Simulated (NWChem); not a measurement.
Species: C2H7NOSi; SMILES O(/C=N/[SiH3])C

```xyz
12

C      0.7691    -2.2889     0.0000
O     -0.5694    -1.8273     0.0000
C     -0.7443    -0.5093     0.0000
N      0.1986     0.3275     0.0000
Si     0.0926     2.0633     0.0000
H      0.7162    -3.3841     0.0000
H      1.3074    -1.9295    -0.8899
H      1.3074    -1.9295     0.8899
H     -1.8311    -0.2991     0.0000
H      1.4705     2.6302     0.0000
H     -0.6254     2.5710     1.2141
H     -0.6254     2.5710    -1.2141
```
Atoms are numbered in this order, from 1.

Computed with NWChem. Pople sets run with spherical d functions. All runs use the structure optimised with PBE0/def2-SVP. No frequency run checked for a minimum. Hybrids' shares of exact exchange are those that their runs print; pure functionals count as 0. The functionals differ in more than this share.

```
row                  share of exact exchange  highest occupied level (eV)
-------------------  -----------------------  ---------------------------
PBE/6-31G*                              0.00                        -5.78
BP86/6-31G*                             0.00                        -5.90
B3LYP/6-31G*                            0.20                        -6.97
BHandHLYP/6-31G*                        0.50                     withheld
Hartree-Fock/6-31G*                     1.00                       -10.83
```

Task: Fit a straight line of the last column on the one before it, predict the withheld value, and compare with the run.

Result: 
1. Means of the 4 shown rows: x = 0.300, y = -7.370. Slope Σ(x − x̄)(y − ȳ)/Σ(x − x̄)² = -3.380/0.6800 = -4.971; intercept -5.879.
2. The shown rows scatter about the line by 0.071 (root mean square); the largest residual is +0.10, at PBE/6-31G*.
3. At x = 0.50 (BHandHLYP/6-31G*; inside the shown range) the line gives -8.36.
4. The run gives -8.61, -0.25 from the line, 3.5 times the scatter.
